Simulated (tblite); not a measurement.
A geometry optimisation, step by step.

C3H9SeSi (doublet state).
Atom-mapped SMILES: `[CH3:1][CH:2]([CH3:3])[Se:4][SiH2:5]` (hydrogens: H6, H7, H8 on C1; H9 on C2; H10, H11, H12 on C3; H13, H14 on Si5)

Computed with GFN2-xTB (tblite), gas phase: L-BFGS steps from a force-field or distance-geometry start until the largest atomic force falls under 0.01 eV/Å. 10 of its 65 geometries are shown.

Step 0: E = -432.2576 eV, largest atomic force 0.926 eV/Å
```
atom  x, y, z in Å  |  force x, y, z in eV/Å
C1     -1.054   -1.538    0.432   -0.425  -0.085   0.157
C2     -0.252   -0.293    0.055   -0.602  -0.464  -0.351
C3     -1.140    0.929   -0.036   -0.750   0.441  -0.317
Se4     1.132   -0.001    1.417    0.499   0.049   0.198
Si5     2.471    1.204    0.032    0.218   0.150   0.056
H6     -1.566   -1.397    1.413    0.421  -0.132  -0.691
H7     -0.396   -2.419    0.487   -0.282   0.309   0.051
H8     -1.830   -1.725   -0.337    0.389   0.059   0.413
H9      0.241   -0.484   -0.919    0.000   0.159   0.359
H10    -0.557    1.819   -0.332   -0.231  -0.349   0.157
H11    -1.640    1.139    0.936    0.357  -0.168  -0.612
H12    -1.938    0.766   -0.806    0.621   0.144   0.623
H13     2.837    0.384   -1.125   -0.007  -0.032  -0.019
H14     3.691    1.616    0.741   -0.208  -0.081  -0.022
```

Step 7: E = -432.3350 eV, largest atomic force 0.049 eV/Å
```
atom  x, y, z in Å  |  force x, y, z in eV/Å
C1     -1.068   -1.540    0.428   -0.001  -0.017   0.032
C2     -0.279   -0.301    0.053   -0.033  -0.012  -0.034
C3     -1.155    0.932   -0.047   -0.006   0.021   0.022
Se4     1.173   -0.003    1.415   -0.018  -0.018  -0.032
Si5     2.484    1.217    0.022    0.021   0.020  -0.018
H6     -1.552   -1.403    1.393   -0.035   0.001   0.010
H7     -0.412   -2.406    0.494   -0.002  -0.019  -0.007
H8     -1.832   -1.737   -0.324    0.024   0.006   0.033
H9      0.248   -0.468   -0.891    0.036  -0.003  -0.022
H10    -0.564    1.804   -0.327    0.007   0.001  -0.009
H11    -1.630    1.131    0.911   -0.034   0.014   0.013
H12    -1.932    0.780   -0.795    0.031   0.001   0.011
H13     2.838    0.382   -1.129    0.023   0.005  -0.033
H14     3.681    1.612    0.755   -0.014   0.000   0.035
```

Step 14: E = -432.3372 eV, largest atomic force 0.074 eV/Å
```
atom  x, y, z in Å  |  force x, y, z in eV/Å
C1     -1.069   -1.542    0.434   -0.043  -0.027   0.014
C2     -0.283   -0.304    0.051    0.023  -0.012   0.016
C3     -1.154    0.932   -0.044   -0.054   0.045  -0.023
Se4     1.179   -0.007    1.396    0.019  -0.017   0.045
Si5     2.492    1.220    0.011    0.006   0.020   0.005
H6     -1.560   -1.404    1.396    0.017   0.015   0.017
H7     -0.417   -2.411    0.500    0.014   0.008   0.012
H8     -1.834   -1.742   -0.315   -0.015  -0.001  -0.026
H9      0.245   -0.469   -0.893   -0.020  -0.018  -0.041
H10    -0.561    1.803   -0.323    0.024   0.008   0.001
H11    -1.639    1.136    0.909    0.012  -0.023   0.019
H12    -1.927    0.784   -0.797   -0.007  -0.005  -0.019
H13     2.855    0.393   -1.144    0.034   0.011  -0.017
H14     3.670    1.611    0.777   -0.010  -0.003  -0.002
```

Step 21: E = -432.3394 eV, largest atomic force 0.072 eV/Å
```
atom  x, y, z in Å  |  force x, y, z in eV/Å
C1     -1.078   -1.543    0.442   -0.010  -0.006   0.002
C2     -0.292   -0.309    0.045    0.063  -0.007   0.034
C3     -1.155    0.933   -0.045   -0.020   0.005  -0.015
Se4     1.190   -0.021    1.380   -0.015  -0.011  -0.052
Si5     2.499    1.221    0.001    0.003  -0.006   0.027
H6     -1.562   -1.397    1.407   -0.002   0.008  -0.022
H7     -0.421   -2.409    0.515   -0.006   0.002   0.003
H8     -1.840   -1.749   -0.308   -0.025  -0.010   0.023
H9      0.222   -0.482   -0.906    0.008  -0.005  -0.007
H10    -0.553    1.801   -0.315   -0.007  -0.007   0.010
H11    -1.643    1.130    0.909    0.009  -0.005  -0.016
H12    -1.923    0.791   -0.805   -0.004   0.017   0.015
H13     2.900    0.423   -1.164    0.008   0.014   0.023
H14     3.655    1.611    0.802   -0.002   0.010  -0.023
```

Step 28: E = -432.3410 eV, largest atomic force 0.032 eV/Å
```
atom  x, y, z in Å  |  force x, y, z in eV/Å
C1     -1.087   -1.545    0.448   -0.002   0.014  -0.003
C2     -0.296   -0.318    0.034   -0.014   0.000  -0.008
C3     -1.154    0.931   -0.049    0.020  -0.016   0.014
Se4     1.200   -0.047    1.353    0.002  -0.002  -0.004
Si5     2.505    1.226    0.002   -0.004   0.005  -0.001
H6     -1.566   -1.382    1.412    0.011   0.005   0.015
H7     -0.432   -2.411    0.530   -0.031  -0.002  -0.008
H8     -1.860   -1.758   -0.289    0.009  -0.003  -0.011
H9      0.208   -0.498   -0.922   -0.013   0.001   0.001
H10    -0.547    1.800   -0.305   -0.003  -0.012  -0.012
H11    -1.642    1.119    0.907    0.005  -0.002   0.007
H12    -1.924    0.804   -0.809    0.017  -0.003   0.001
H13     2.945    0.457   -1.166   -0.010  -0.009  -0.003
H14     3.650    1.623    0.812    0.012   0.026   0.014
```

Step 36: E = -432.3420 eV, largest atomic force 0.037 eV/Å
```
atom  x, y, z in Å  |  force x, y, z in eV/Å
C1     -1.097   -1.545    0.451    0.014   0.014  -0.006
C2     -0.296   -0.327    0.027   -0.027   0.002  -0.020
C3     -1.149    0.927   -0.048    0.029  -0.021   0.007
Se4     1.211   -0.066    1.334    0.007  -0.007   0.014
Si5     2.512    1.233    0.005   -0.035   0.000  -0.012
H6     -1.565   -1.369    1.418   -0.010  -0.013   0.003
H7     -0.453   -2.420    0.534    0.001   0.005  -0.004
H8     -1.875   -1.757   -0.281   -0.001   0.021   0.006
H9      0.194   -0.510   -0.935    0.006  -0.008   0.011
H10    -0.539    1.794   -0.304    0.002  -0.007  -0.001
H11    -1.633    1.113    0.909    0.008   0.007  -0.005
H12    -1.918    0.805   -0.809   -0.003  -0.001   0.005
H13     2.962    0.472   -1.164    0.006  -0.003  -0.009
H14     3.645    1.650    0.822    0.003   0.011   0.012
```

Step 43: E = -432.3433 eV, largest atomic force 0.044 eV/Å
```
atom  x, y, z in Å  |  force x, y, z in eV/Å
C1     -1.110   -1.543    0.454    0.001  -0.021   0.000
C2     -0.292   -0.342    0.022   -0.028   0.004   0.004
C3     -1.132    0.919   -0.049    0.004   0.028   0.001
Se4     1.227   -0.097    1.320    0.004   0.013  -0.011
Si5     2.503    1.243    0.003    0.006  -0.031   0.004
H6     -1.569   -1.365    1.425    0.013   0.018   0.001
H7     -0.481   -2.428    0.529   -0.005  -0.039  -0.013
H8     -1.899   -1.733   -0.272    0.000  -0.021  -0.002
H9      0.188   -0.536   -0.944    0.004   0.004   0.031
H10    -0.517    1.779   -0.310    0.019   0.027  -0.018
H11    -1.608    1.111    0.911    0.010   0.004   0.015
H12    -1.911    0.804   -0.802    0.008  -0.005  -0.008
H13     2.982    0.490   -1.162    0.001   0.028   0.019
H14     3.618    1.696    0.832   -0.036  -0.009  -0.023
```

Step 50: E = -432.3457 eV, largest atomic force 0.042 eV/Å
```
atom  x, y, z in Å  |  force x, y, z in eV/Å
C1     -1.139   -1.547    0.463   -0.017  -0.015   0.006
C2     -0.293   -0.372    0.014    0.035  -0.011   0.013
C3     -1.095    0.912   -0.050   -0.026   0.016  -0.007
Se4     1.259   -0.162    1.283   -0.009  -0.007   0.011
Si5     2.480    1.248   -0.004    0.014   0.008   0.014
H6     -1.567   -1.352    1.445    0.005  -0.012   0.008
H7     -0.546   -2.458    0.518    0.013   0.004   0.007
H8     -1.952   -1.705   -0.245   -0.014  -0.011   0.000
H9      0.170   -0.589   -0.953    0.004   0.019  -0.037
H10    -0.465    1.758   -0.326    0.018  -0.019  -0.003
H11    -1.550    1.118    0.917    0.002   0.018  -0.002
H12    -1.887    0.811   -0.791   -0.003   0.015   0.002
H13     3.049    0.555   -1.163   -0.004  -0.005  -0.005
H14     3.537    1.782    0.850   -0.017  -0.001  -0.006
```

Step 57: E = -432.3464 eV, largest atomic force 0.020 eV/Å
```
atom  x, y, z in Å  |  force x, y, z in eV/Å
C1     -1.147   -1.551    0.464    0.008   0.004   0.001
C2     -0.294   -0.381    0.011    0.002   0.005   0.003
C3     -1.085    0.911   -0.051   -0.003   0.005  -0.003
Se4     1.263   -0.180    1.277   -0.005  -0.014   0.001
Si5     2.473    1.246   -0.002   -0.002   0.010  -0.008
H6     -1.563   -1.355    1.451    0.001   0.000  -0.005
H7     -0.558   -2.465    0.515    0.004   0.001  -0.008
H8     -1.968   -1.703   -0.236    0.008  -0.009   0.009
H9      0.165   -0.593   -0.960   -0.013  -0.015   0.003
H10    -0.441    1.744   -0.335   -0.002   0.005  -0.001
H11    -1.532    1.129    0.918    0.008   0.006   0.002
H12    -1.883    0.819   -0.787   -0.004   0.007  -0.004
H13     3.059    0.569   -1.162   -0.004  -0.008   0.005
H14     3.510    1.808    0.855    0.002   0.001   0.008
```

Step 64: E = -432.3467 eV, largest atomic force 0.008 eV/Å
```
atom  x, y, z in Å  |  force x, y, z in eV/Å
C1     -1.147   -1.552    0.465    0.002   0.003  -0.001
C2     -0.297   -0.382    0.009   -0.002  -0.001  -0.004
C3     -1.082    0.914   -0.052    0.006  -0.005   0.001
Se4     1.264   -0.188    1.272    0.000   0.001   0.001
Si5     2.469    1.248   -0.001   -0.002  -0.002  -0.006
H6     -1.560   -1.358    1.454    0.000  -0.003   0.001
H7     -0.555   -2.465    0.512   -0.001   0.001   0.003
H8     -1.970   -1.707   -0.231    0.000   0.001   0.002
H9      0.157   -0.600   -0.963   -0.002   0.004  -0.003
H10    -0.434    1.742   -0.340   -0.005   0.003  -0.005
H11    -1.523    1.137    0.918    0.003  -0.002   0.000
H12    -1.883    0.827   -0.786    0.001   0.000   0.002
H13     3.059    0.569   -1.158    0.000   0.002   0.005
H14     3.502    1.814    0.859    0.001  -0.002   0.004
```

Q: Summarise the path.

A: The energy falls by 0.0891 eV from step 0 to step 64; nine tenths of that is first reached at step 16. It falls at every step. The largest force goes from 0.926 to 0.008 eV/Å. Among the bonds C2–Se4 changes most, from 1.963 to 2.017 Å; the atoms move by 0.170 Å rms after alignment.

Q: Follow the three bonds and two angles with the largest change from start to end.

A: 
```tsv
step	E above end (eV)	largest force (eV/Å)	C2–Se4 (Å)	C3–H12 (Å)	C1–H6 (Å)	Se4–C2–H9 (°)	Se4–Si5–H14 (°)
0	0.0891	0.926	1.963	1.121	1.116	108.8	110.1
3	0.0174	0.141	2.007	1.086	1.088	106.3	109.4
6	0.0122	0.078	2.014	1.090	1.088	105.2	108.3
8	0.0112	0.071	2.013	1.090	1.089	104.8	107.9
11	0.0104	0.050	2.013	1.089	1.089	104.3	107.5
14	0.0094	0.074	2.009	1.089	1.089	104.4	107.0
17	0.0082	0.070	2.008	1.089	1.088	104.8	106.0
19	0.0077	0.046	2.013	1.089	1.089	104.8	105.7
22	0.0068	0.075	2.014	1.090	1.089	104.6	105.6
25	0.0062	0.046	2.009	1.089	1.089	104.7	105.7
28	0.0056	0.032	2.012	1.090	1.089	104.6	105.9
31	0.0052	0.056	2.015	1.090	1.089	104.6	106.1
33	0.0049	0.031	2.014	1.089	1.089	104.8	106.3
36	0.0046	0.037	2.012	1.089	1.089	104.9	106.3
39	0.0042	0.030	2.015	1.090	1.089	104.9	106.4
42	0.0037	0.055	2.015	1.090	1.089	105.0	106.5
45	0.0026	0.082	2.012	1.089	1.089	104.9	106.3
47	0.0016	0.048	2.014	1.089	1.089	104.6	106.4
50	0.0010	0.042	2.016	1.089	1.089	104.6	106.6
53	0.0006	0.027	2.015	1.089	1.089	104.7	106.6
56	0.0003	0.021	2.016	1.089	1.089	104.6	106.8
58	0.0002	0.018	2.017	1.089	1.089	104.6	106.9
61	0.0001	0.021	2.016	1.089	1.089	104.7	106.9
64	0.0000	0.008	2.017	1.089	1.089	104.7	107.0
```

What follows is the cost of the whole relaxation. The run took 0.36 s on one thread of an Arm Neoverse V1, no GPU (shared host).
